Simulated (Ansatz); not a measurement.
Molecule: C2H6BO (charge 0, doublet). It need not be the lowest isomer of its formula. 
Structure (B3LYP-D3(BJ)/def2-TZVP (Ansatz, a quantum-chemistry and plane-wave program) minimum search):
```
B
O 1 1.2967
C 1 1.6023 2 119.89
H 3 1.0876 1 112.95 2 0.00
H 3 1.0924 4 109.42 1 -121.03
H 3 1.0924 4 109.42 5 -117.95
C 1 1.6023 2 119.89 3 180.00
H 7 1.0876 1 112.95 2 0.00
H 7 1.0924 8 109.42 1 -121.03
H 7 1.0924 8 109.42 9 -117.95
```
Charge 0, spin multiplicity 2.

Basis-set convergence of Hartree-Fock and CCSD correlation energies (hartree) with Ansatz. Valence correlation only, unless marked. Open shells are spin-unrestricted. Spin-orbit coupling is left out. No relativistic terms.

```
basis        functions       E(HF)  E(corr, CCSD)
-----------  ---------  ----------  -------------
aug-cc-pVDZ        146  -178.82446       -0.59519
aug-cc-pVTZ        322  -178.87211       -0.70284
aug-cc-pVQZ        596  -178.88338       -0.73482
```

Extrapolating the two largest sets (X = 3 and 4) as X^-3: E(corr) = (64·(-0.73482) - 27·(-0.70284))/37 = -0.7582 Eh, an estimate of the basis-set limit. The largest set recovers 96.9 % of it, the smallest 78.5 %.
